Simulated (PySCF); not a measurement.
C3H9BO2, SMILES COB(C)CO.

Geometry optimised at B3LYP-D3(BJ)/def2-SVP. The structure was generated by enumeration, and PubChem lists no compound with its InChIKey, so it may never have been made. One conformer was computed; it need not be the lowest.

The numbers are results of PySCF with TDA-PBE/def2-SVPD, not measurements.

Vertical excitations. Gas-phase values at a fixed geometry. State labels are in the subgroup Cs.

```csv
state,symmetry,energy (eV),λ (nm),f,main pairs
S1,A',5.65,220,0.021,HOMO→LUMO 98 %
S2,A",5.77,215,0.000,HOMO→LUMO+1 99 %
S3,A",6.14,202,0.000,HOMO−1→LUMO 98 %
S4,A',6.24,199,0.018,HOMO−1→LUMO+1 100 %
S5,A",6.28,198,0.005,HOMO→LUMO+2 98 %
S6,A',6.71,185,0.001,HOMO−1→LUMO+2 99 %
S7,A",6.83,182,0.004,HOMO→LUMO+3 99 %
S8,A",7.14,174,0.000,"HOMO→LUMO+4 54 %, HOMO−2→LUMO+1 46 %"
S9,A",7.14,174,0.010,"HOMO−2→LUMO+1 54 %, HOMO→LUMO+4 46 %"
S10,A",7.18,173,0.003,HOMO−3→LUMO 98 %
T1,A',5.41,229,0,HOMO→LUMO 100 %
T2,A",5.63,220,0,"HOMO→LUMO+1 84 %, HOMO−1→LUMO 13 %"
T3,A",5.67,219,0,"HOMO−1→LUMO 86 %, HOMO→LUMO+1 13 %"
T4,A",6.12,202,0,HOMO→LUMO+2 96 %
```
Triplets are in the Tamm–Dancoff approximation.
